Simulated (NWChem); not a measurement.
# Polarisability of H2BF

SMILES: BF
```xyz
4

B      0.0000     0.0000    -0.6756
H      1.0798     0.0000    -1.2399
H     -1.0798     0.0000    -1.2399
F      0.0000     0.0000     0.6509
```
Charge 0, spin multiplicity 1.

All runs are NWChem calculations. Structure: optimised with PBE/def2-SVP, a minimum by its harmonic frequencies.

Basis set: 6-31G*. The field's frequency is 0.0428 Ha (1065 nm). This basis has no diffuse functions, which lowers polarisabilities.

```
method                isotropic polarisability (bohr³)  difference from CCSD linear response
--------------------  --------------------------------  ------------------------------------
HF                                               12.11                                 -0.68
PBE                                              13.40                                 +0.61
B3LYP                                            12.95                                 +0.17
BHandHLYP                                        12.55                                 -0.24
CCSD linear response                             12.79                                  0.00
```

The values span 1.29 bohr³, from HF (lowest) to PBE (highest). 

The correlated methods keep 2 core orbitals frozen. B3LYP has NWChem's definition, with VWN1-RPA local correlation. The Pople sets run with spherical d functions. The structure started from a generated list of species. Coupled-cluster values serve here as a point of comparison, not as the truth.
